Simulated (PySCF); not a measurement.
**O (oxygen, neutral) across methods**

[He] 2s1 2p5, high-spin 3P determinant (an excited configuration). All numbers are calculated (PySCF 2.14, the spin-free X2C one-electron Hamiltonian (Gaussian nucleus), in aug-cc-pVTZ-DK).

| method | E (hartree) | mean ε 2s α (eV) | mean ε 2p α (eV) | mean ε 2p β (eV) | Σ⟨r²⟩ (bohr²) | ⟨S²⟩ |
| --- | --- | --- | --- | --- | --- | --- |
| PBE | -74.5259 | -26.017 | -10.841 | -7.799 | 12.26 | 2.008 |
| LDA | -74.0482 | -25.756 | -10.978 | -7.873 | 12.32 | 2.009 |
| B97-3 | -74.5587 | -29.817 | -13.228 | -9.370 | 12.08 | 2.012 |
| M06 | -74.5599 | -29.384 | -13.012 | -9.290 | 12.02 | 2.014 |
| r2SCAN | -74.5506 | -27.864 | -11.604 | -7.920 | 12.09 | 2.015 |
| r2SCAN0 | -74.5335 | -30.945 | -13.735 | -9.294 | 12.03 | 2.018 |
| UHF | -74.24308 | -40.254 | -19.850 | -12.145 | 12.14 | 2.042 |
| PBE0 | -74.5102 | -29.641 | -13.148 | -9.213 | 12.11 | 2.012 |

(1) Estimate the same row for B3LYP.

Results:

(1) E (hartree) = -74.5961; mean ε 2s α (eV) = -28.820; mean ε 2p α (eV) = -12.716; mean ε 2p β (eV) = -9.136; Σ⟨r²⟩ (bohr²) = 12.18; ⟨S²⟩ = 2.011.
